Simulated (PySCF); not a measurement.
# A small calculation by hand: oscillator strength and radiative lifetime

AlHI₂, SMILES [I][AlH][I].

Geometry: B3LYP-D3(BJ)/def2-SVP. The def2 effective core potentials stand for the cores of I; spin–orbit coupling is left out.

TDA-ωB97X/def2-SVPD (PySCF) puts the first singlet state with f over 0.02 at 5.55 eV (vertical), with the transition dipole (0.000, 0.409, 0.000) in atomic units.

### Question
Find the oscillator strength, the wavelength and the radiative lifetime that this transition would have in vacuum if emission retraced absorption.

### Answer

|μ|² = 0.1673 au, so |μ| = 1.04 D. ΔE = 5.55/27.211 = 0.2040 hartree. f = (2/3) ΔE |μ|² = 0.023 (the program prints 0.023).
λ = 1239.84/5.55 = 223 nm; ν = 44764 cm⁻¹.
Einstein's coefficient A = 0.6670 ν² f s⁻¹ (ν in cm⁻¹) = 3.0e7 s⁻¹, so τ = 1/A = 33 ns. This state is S3; the lower singlets have f = 0.000, 0.000. The figure is the radiative limit of this one transition; relaxation, internal conversion, crossing to triplets and a medium change what is measured.
